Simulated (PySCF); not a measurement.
Dissociation curve of SMILES [BH3-][SH2+]. The B1–S5 bond (B1 also carries H, H, H; S5 carries H, H) is pulled apart rigidly from the PBE0/def2-TZVP optimised geometry.

Computed with unrestricted PBE0/def2-TZVP in PySCF.

### Question
Relative to R = 1.98 Å, what are the energies at R = 1.85, 2.18, 2.29, 4.87 Å?

### Answer
7.8 kJ/mol at 1.85 Å, 11.1 kJ/mol at 2.18 Å, 21.9 kJ/mol at 2.29 Å, 116.8 kJ/mol at 4.87 Å.
